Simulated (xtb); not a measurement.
Here is a job for xtb.
```
$ xtb mol.xyz --gfn 2 --chrg -1 --etemp 1000 --json

# file mol.xyz
2

O     -0.00000000    -0.00000000    -0.10875384
H      0.00000000     0.00000000     0.87003075
```

Predict the total energy (a free energy at this electronic temperature) from xtb with GFN2-xTB.

-127.3947 eV

Predict the partial charges in atom order from GFN2-xTB.

O1 -1.03, H2 0.03

Predict the HOMO-LUMO gap from GFN2-xTB.

13.21 eV
